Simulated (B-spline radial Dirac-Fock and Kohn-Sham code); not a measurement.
L3 emission of Lu²⁺

System: the Lu²⁺ ion, [Xe] 4f14 6s1, inside a Watson sphere of charge -2 and radius 3 Å (a model of the Madelung potential; inside it an electron's potential energy is raised by 9.6 eV).

Input file task.json (cfg lists n, l and occupation; rrms is the nuclear radius in fm):

```json
{"items": [{
  "Z": 71,
  "q": 2,
  "cfg": [[1, 0, 2], [2, 0, 2], [2, 1, 6], [3, 0, 2], [3, 1, 6], [3, 2, 10], [4, 0, 2], [4, 1, 6], [4, 2, 10], [4, 3, 14], [5, 0, 2], [5, 1, 6], [6, 0, 1]],
  "A": 175,
  "rrms": 5.37,
  "watson": [-2, 3.0],
  "do": ["binding", "quiet", "decay"],
  "holes": ["K", "L1", "L2", "L3", "M1", "M2", "M3", "M4", "M5", "N1", "N2", "N3", "N4", "N5", "N6", "N7"]
}]}
```

Run with: `python xray_run.py task.json out`

Model: a relativistic independent-particle model: LDA orbitals of the hole state, radiative multipoles to third order, Auger rates from the Coulomb interaction with a continuum orbital, Dirac-Fock energies. Program: a radial finite-basis atomic code.

| line | multipole | energy (eV) | width (meV) | share (%) |
| --- | --- | --- | --- | --- |
| Lℓ (L3-M1) | E1 | 6746.3 | 36.0 | 3.53 |
| L3-M2 | E2 | 6977.7 | 0.355 | 0.0348 |
| L3-M3 | E2 | 7216.6 | 0.324 | 0.0317 |
| Lα2 (L3-M4) | E1 | 7604.2 | 84.7 | 8.29 |
| Lα1 (L3-M5) | E1 | 7655.2 | 747 | 73.2 |
| Lβ6 (L3-N1) | E1 | 8732.1 | 8.60 | 0.842 |
| Lβ15 (L3-N4) | E1 | 9036.6 | 14.2 | 1.39 |
| Lβ2 (L3-N5) | E1 | 9046.5 | 127 | 12.5 |
| Lβ7 (L3-O1) | E1 | – | 1.46 | 0.143 |
| L3-N7 | E2 | 9239.8 | 0.300 | 0.0294 |

The listed lines hold 100.0 % of the radiative rate. A dash stands for an energy that rests on an unreliable hole state. The radiative width is 1.02 eV in the length form and 1.04 eV in the velocity form; the two differ because the transition energies are not eigenvalue differences of the potential that gave the orbitals.

Values without a named source are computed, but for edge energies of neutral atoms, which are taken from tables.
